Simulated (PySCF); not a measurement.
BiCl3. Atoms are numbered in the order given.

```xyz
4

Bi     0.0000     0.0000     0.4474
Cl     1.8900    -1.0912    -0.7280
Cl    -1.8900    -1.0912    -0.7280
Cl     0.0000     2.1824    -0.7280
```
Charge 0, spin multiplicity 1.

Geometry: B3LYP-D3(BJ)/def2-SVP. The isomer is the one that the SMILES or the coordinates give; other isomers of the formula were not compared. The def2 effective core potentials stand for the cores of Bi; spin–orbit coupling is left out.

The numbers are results of PBE/def2-TZVPD (PySCF), not measurements.

Symmetry labels are those of the subgroup Cs that the program uses (full group C3v).

**Question.** List the valence orbital energies around the gap with their symmetry. (Estimate from the structure and the level; the computed values follow.)

**Answer.** 
```tsv
orbital	symmetry	energy (eV)
HOMO−7	A'	-9.83
HOMO−6	A'	-9.08
HOMO−5	A"	-8.14
HOMO−4	A'	-8.14
HOMO−3	A'	-7.85
HOMO−2	A"	-7.85
HOMO−1	A"	-7.74
HOMO	A'	-7.70
LUMO	A'	-3.47
LUMO+1	A"	-3.04
LUMO+2	A'	-3.04
LUMO+3	A'	-0.38
```
